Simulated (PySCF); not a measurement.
Molecule: SMILES CC(C)(C)S(C)(=O)=O, C₅H₁₂O₂S.

Cartesian coordinates in Å; atom numbers follow the order of the lines, from 1:
```xyz
20

C    -1.2748   -0.9073    0.9370
C    -0.2319   -0.1467    0.1198
C    -0.4339    1.3576    0.2302
C    -0.1926   -0.6377   -1.3203
S     1.3530   -0.5959    0.9401
C     2.6557    0.2586    0.0638
O     1.3221   -0.0474    2.2976
O     1.5648   -2.0303    0.7331
H    -1.0846   -1.9892    0.9032
H    -1.2603   -0.5834    1.9872
H    -2.2740   -0.7103    0.5197
H     0.2812    1.9183   -0.3907
H    -1.4454    1.6153   -0.1205
H    -0.3328    1.6872    1.2739
H     0.0766   -1.7026   -1.3592
H     0.5226   -0.0678   -1.9328
H    -1.1876   -0.5124   -1.7749
H     3.5675   -0.0397    0.5983
H     2.5137    1.3431    0.1389
H     2.6999   -0.0828   -0.9771
```

Geometry PBE0-D3(BJ)/def2-SVP throughout; GIAO in PySCF 2.14, gas phase, one conformer, non-relativistic; equivalent atoms averaged; basis pcSseg-1.

For orientation, KT3 gives these absolute shieldings σ: C2 120.1, C6 146.9, C1/C3/C4 158.5, S5 209.4, O7/O8 131.0, H18/H19/H20 28.78, H9/H10/H11/H12/H13/H14/H15/H16/H17 30.02 ppm.

A run gave: C2 114.2, C6 141.6, C1/C3/C4 154.8, S5 151.5, O7/O8 134.7, H18/H19/H20 28.83, H9/H10/H11/H12/H13/H14/H15/H16/H17 30.08 ppm (absolute shieldings σ).

Question: Which functional was used in that run?
A. B3LYP
B. B97-2
C. wB97X-D
D. HF
E. WP04

Answer: A. C2 tells them apart best: B3LYP gives 114.2, HF gives 138.7, B97-2 gives 121.6, WP04 gives 103.0, wB97X-D gives 122.0 ppm.
